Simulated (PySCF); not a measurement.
Compound: C2H10OSi3.
Atom-mapped SMILES: `[CH3:1][Si@@H:2]1[CH2:3][O:4][Si@H:5]1[SiH3:6]` (hydrogens: H7, H8, H9 on C1; H10 on Si2; H11, H12 on C3; H13 on Si5; H14, H15, H16 on Si6)

Method used: PBE0-D3(BJ)/def2-SVP geometry optimisation, gas phase (PySCF).

(1) Give the optimised bond lengths and angles.

Answers

(1) 
```tsv
bond	length (Å)
C1–Si2	1.878
Si2–C3	1.937
C3–O4	1.434
O4–Si5	1.705
Si5–Si6	2.343
Si2–Si5	2.338
C1–H7, C1–H8, C1–H9	1.101
Si2–H10	1.498
C3–H11	1.106
C3–H12	1.104
Si5–H13	1.501
Si6–H14, Si6–H15, Si6–H16	1.496
```

Bonds in one row agree within 0.01 Å and their mean is given. A selection of angles:
```tsv
angle	degrees
Si2–C1–H7	110.8
H7–C1–H8	108.4
C1–Si2–C3	116.7
C1–Si2–Si5	122.9
C1–Si2–H10	110.5
C3–Si2–Si5	71.7
C3–Si2–H10	113.4
Si5–Si2–H10	116.4
Si2–C3–O4	101.8
Si2–C3–H11	112.7
Si2–C3–H12	114.8
O4–C3–H11	110.2
O4–C3–H12	110.2
H11–C3–H12	107.1
C3–O4–Si5	106.7
O4–Si5–Si6	111.8
O4–Si5–H13	112.3
Si6–Si5–H13	109.4
Si2–Si5–O4	79.7
Si2–Si5–Si6	121.2
Si2–Si5–H13	118.6
Si5–Si6–H14	112.1
Si5–Si6–H15	109.0
H14–Si6–H15	108.6
```

Dihedral angles: C1–Si2–C3–O4 -121° (anticlinal); Si2–C3–O4–Si5 4° (synperiplanar); C3–O4–Si5–Si6 -123° (anticlinal); C1–Si2–Si5–O4 113° (anticlinal).

Si6 (SiH3 silicon) is tetrahedral (angles from 108.6° to 112.1°). Si5 (oxygen-bound silicon) has angles from 79.7° to 121.2°. The 4-membered ring Si2–C3–O4–Si5 has internal angles of 71.7° to 106.7°; it is almost planar, 0.02 Å rms from its mean plane, widest ring torsion 4°. The C–Si distances run from 1.878 Å (C1–Si2, drawn single) to 1.937 Å (Si2–C3, drawn single), a spread of 0.059 Å. Si2 (SiH silicon) has angles from 71.7° to 122.9°.

Point group: C1 (no symmetry element, even within 0.4 Å). Whether it is a minimum is left open (no frequencies).
